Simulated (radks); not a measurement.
The numbers below are computed, except where a source is named.
Question: The mean radii <r> (bohr) of the occupied orbitals of an atom or ion are listed with their occupations. Level of theory: Dirac Kohn-Sham, exchange-only B88, spin-unpolarised, spherical densities, finite nucleus; Fermi nuclear charge, rms radius of each element as measured or else 0.836 A^(1/3) + 0.57 fm (a radial shooting solver on a logarithmic mesh with Libxc functionals).

orbital  occ.      <r>
1s1/2       2  0.04137
2s1/2       1   0.1752
2p1/2       2   0.1488
2p3/2       2   0.1524
3p1/2       1   0.3964

Name the element and its charge. Open shells, if any, fill j = l - 1/2 first.

Answer: Z = 36, krypton, charge +28: Kr28+ in [He] 2s1 2p4 3p1. The 1s radius gives Z: for a bare nucleus <r> = (2 gamma + 1)/(2Z) with gamma = sqrt(1 - (Z/c)^2), 0.04069 bohr for Z = 36, and screening makes it slightly larger (0.04137 here). The occupations add up to 8, and the charge is Z minus that.
